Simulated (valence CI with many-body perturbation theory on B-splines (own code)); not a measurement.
**Tb³⁴⁺: calculated level list**

Method: valence CI with perturbative core correlation (CI+MBPT): three valence electrons over a frozen Dirac-Fock core [Ar] 3d10, a basis of 11 s, 11 p, 10 d, 8 f, 5 g, 2 h functions for each j, with the one-electron correlation potential Σ1 (screened to all orders), the two-electron term Σ2, the three-electron term Σ3, Breit, model QED; selected single and double excitations, second order for the rest, scaled by the run's own slope (own B-spline code, finite nucleus).

The last digits are not significant, and no measured levels were compared; by estimate large intervals hold to a few tenths of a per cent, small ones and those within an open d or f shell to about a per cent.

Levels 46 to 90 of 184, with energies above the lowest level, (4s^2 4p1/2) J=1/2. "Leading %" is the weight of the configuration and term that name the level; weights of strongly mixed levels are sums over their largest components and can fall short, so below about 35 % the name and the second component can differ from the true leading terms, or belong to a minority configuration. In the jj column 3d3/2^4 stands for four electrons in 3d with j = 3/2. Lifetimes count E1, E2, E3, M1 and M2 decay at the calculated energies, and are blank where another channel may lead or the interval is too uncertain; long ones can be off by a factor of two.

```
No.  Configuration  Term     J  E (Ry)  Leading %  Second component  Lifetime                Leading jj
 46          4p²4d    ²G   7/2  27.055         44     26 % 4p²4d ²F   13.0 ps  4p1/2 4p3/2 4d3/2 (85 %)
 47          4p²4d    ⁴F   3/2  27.071         38     30 % 4p²4d ²P   4.37 ps  4p1/2 4p3/2 4d3/2 (96 %)
 48          4p²4d    ⁴D   1/2  27.112         82     15 % 4p²4d ²P   4.52 ps  4p1/2 4p3/2 4d3/2 (98 %)
 49          4p²4d    ⁴D   7/2  27.651         40     37 % 4p²4d ⁴F   11.0 ps  4p1/2 4p3/2 4d5/2 (90 %)
 50          4p²4d    ²F   5/2  27.888         24     23 % 4p²4d ⁴P   1.73 ps  4p1/2 4p3/2 4d3/2 (65 %)
 51          4p²4d    ²G   9/2  27.930         54     38 % 4p²4d ⁴F   12.6 ps  4p1/2 4p3/2 4d5/2 (92 %)
 52          4p²4d    ²D   3/2  27.953         40     27 % 4p²4d ²P   1.81 ps  4p1/2 4p3/2 4d3/2 (62 %)
 53          4p²4d    ⁴P   1/2  28.177         41     27 % 4p²4d ²P   1.40 ps  4p1/2 4p3/2 4d3/2 (93 %)
 54          4p²4d    ⁴D   5/2  28.200         33     23 % 4p²4d ²F   3.32 ps  4p1/2 4p3/2 4d5/2 (71 %)
 55          4p²4d    ²P   3/2  28.244         46     44 % 4p²4d ⁴P   2.00 ps  4p1/2 4p3/2 4d5/2 (63 %)
 56          4p²4d    ²F   7/2  28.320         33     15 % 4p²4d ⁴F   4.29 ps  4p1/2 4p3/2 4d5/2 (66 %)
 57          4p²4d    ²D   5/2  28.438         35     24 % 4p²4d ⁴P   2.49 ps  4p1/2 4p3/2 4d5/2 (70 %)
 58         4s4p4f    ⁴G   5/2  28.631         64    11 % 4s4p4f ⁴F   3.18 ps     4s 4p1/2 4f5/2 (70 %)
 59         4s4p4f    ⁴G   7/2  28.778         54    24 % 4s4p4f ⁴F   3.66 ps     4s 4p1/2 4f7/2 (47 %)
 60         4s4p4f    ⁴F   3/2  28.992         49    12 % 4s4p4f ²D   3.95 ps     4s 4p1/2 4f5/2 (72 %)
 61         4s4p4f    ⁴F   5/2  29.053         35    28 % 4s4p4f ⁴D   3.56 ps     4s 4p1/2 4f5/2 (55 %)
 62          4p²4d    ²D   3/2  29.064         52     10 % 4p²4d ²P   2.88 ps  4p1/2 4p3/2 4d5/2 (74 %)
 63         4s4p4f    ⁴G   9/2  29.067         34    30 % 4s4p4f ⁴F   5.93 ps     4s 4p1/2 4f7/2 (87 %)
 64         4s4p4f    ⁴D   7/2  29.111         46    26 % 4s4p4f ²F   3.01 ps     4s 4p1/2 4f7/2 (73 %)
 65          4p²4d    ²P   1/2  29.113         64     29 % 4p²4d ²S   2.42 ps  4p1/2 4p3/2 4d5/2 (92 %)
 66         4s4p4f    ²G   7/2  29.786         49     20 % 4p²4d ²G   3.06 ps     4s 4p1/2 4f7/2 (44 %)
 67         4s4p4f    ²F   5/2  30.067         24    23 % 4s4p4f ²D   1.73 ps     4s 4p1/2 4f7/2 (35 %)
 68          4s4d²    ⁴F   3/2  30.822         44     16 % 4s4d² ²D   1.16 ps         4s 4d3/2^2 (62 %)
 69          4p²4d    ⁴D   5/2  30.848         18     13 % 4s4d² ²D   1.35 ps      4p3/2^2 4d3/2 (51 %)
 70          4p²4d    ²P   1/2  30.929         40     27 % 4p²4d ⁴P   1.70 ps      4p3/2^2 4d3/2 (62 %)
 71          4p²4d    ²F   7/2  30.987         34    14 % 4s4p4f ²F   2.12 ps      4p3/2^2 4d3/2 (52 %)
 72          4s4d²    ⁴F   3/2  31.023         44     15 % 4p²4d ²D   1.45 ps      4p3/2^2 4d3/2 (45 %)
 73          4p²4d    ⁴D   7/2  31.053         42     21 % 4p²4d ²F   5.06 ps      4p3/2^2 4d5/2 (75 %)
 74          4p²4d    ⁴F   9/2  31.100         45     18 % 4p²4d ²G   4.18 ps      4p3/2^2 4d5/2 (62 %)
 75          4s4d²    ⁴F   5/2  31.135         75     7 % 4s4p4f ⁴D   1.50 ps     4s 4d3/2 4d5/2 (49 %)
 76          4s4d²    ⁴P   1/2  31.420         76     12 % 4s4d² ²S   1.27 ps         4s 4d3/2^2 (61 %)
 77          4s4d²    ⁴F   7/2  31.427         80     6 % 4s4p4f ⁴D   1.83 ps     4s 4d3/2 4d5/2 (70 %)
 78          4s4d²    ⁴P   3/2  31.756         81                     1.46 ps     4s 4d3/2 4d5/2 (88 %)
 79          4s4d²    ⁴P   5/2  31.793         60     23 % 4s4d² ²D   1.35 ps     4s 4d3/2 4d5/2 (79 %)
 80          4p²4d    ²D   3/2  31.806         51     11 % 4p²4d ²P   1.52 ps      4p3/2^2 4d3/2 (71 %)
 81          4s4d²    ⁴F   9/2  31.824         62    14 % 4s4p4f ⁴G   2.69 ps         4s 4d5/2^2 (50 %)
 82          4s4d²    ²G   9/2  31.934         38    18 % 4s4p4f ⁴F   4.34 ps     4s 4p3/2 4f7/2 (34 %)
 83          4p²4d    ²S   1/2  32.024         34     25 % 4p²4d ⁴P   1.72 ps      4p3/2^2 4d5/2 (61 %)
 84         4s4p4f    ²D   3/2  32.083         19     14 % 4p²4d ⁴P   2.51 ps      4p3/2^2 4d5/2 (35 %)
 85          4s4d²    ²G   7/2  32.084         55    26 % 4s4p4f ²G   2.06 ps     4s 4d3/2 4d5/2 (48 %)
 86          4p²4d    ²D   5/2  32.182         32    17 % 4s4p4f ²F   2.11 ps      4p3/2^2 4d5/2 (47 %)
 87         4s4p4f    ⁴G  11/2  32.235        100                     4.28 ps    4s 4p3/2 4f7/2 (100 %)
 88          4p²4d    ²D   5/2  32.278         49     6 % 4s4p4f ²F   2.86 ps      4p3/2^2 4d5/2 (60 %)
 89          4s4d²    ²D   3/2  32.370         34     24 % 4p²4d ²D   1.35 ps     4s 4d3/2 4d5/2 (39 %)
 90         4s4p4f    ⁴F   7/2  32.383         47    18 % 4s4p4f ⁴G   1.90 ps     4s 4p3/2 4f5/2 (59 %)
```

Where two levels of one J and parity lie close, their mixing, g and order are uncertain.
